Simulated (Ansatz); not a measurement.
Basis-set series for GeH₃NO, SMILES `[NH2][Ge][OH]`. Charge 0, multiplicity 1. All single points use the PBE0-D4/def2-TZVP geometry. It is one conformer, not always the lowest.

Z-matrix (Å, degrees):
```
N
Ge 1 1.829
H 1 1.009 2 127.2
H 1 1.008 2 121.0 3 -179.9
O 2 1.793 1 99.4 3 0.0
H 5 0.961 2 116.5 1 -0.1
```

| functional | basis | functions | energy (Eh) | HOMO (eV) | LUMO (eV) |
| --- | --- | --- | --- | --- | --- |
| PBE0-D4 | def2-SVP | 75 | -2208.05273 | -7.18 | -0.83 |
| PBE0-D4 | def2-QZVPP | 293 | -2208.53672 | -7.42 | -1.17 |
| ωB97M-V | def2-SVP | 75 | -2208.29755 | -9.38 | 1.18 |
| ωB97M-V | def2-QZVPP | 293 | -2208.78398 | -9.65 | 0.68 |

(1) Give the rows for def2-TZVPP. (Best estimate.)

Answers

(1) Computed: 
| functional | basis | functions | energy (Eh) | HOMO (eV) | LUMO (eV) |
| --- | --- | --- | --- | --- | --- |
| PBE0-D4 | def2-TZVPP | 152 | -2208.48323 | -7.34 | -1.06 |
| ωB97M-V | def2-TZVPP | 152 | -2208.73201 | -9.56 | 0.91 |

Positive LUMOs are unbound and depend on the basis. Scalar relativity is left out up to krypton.
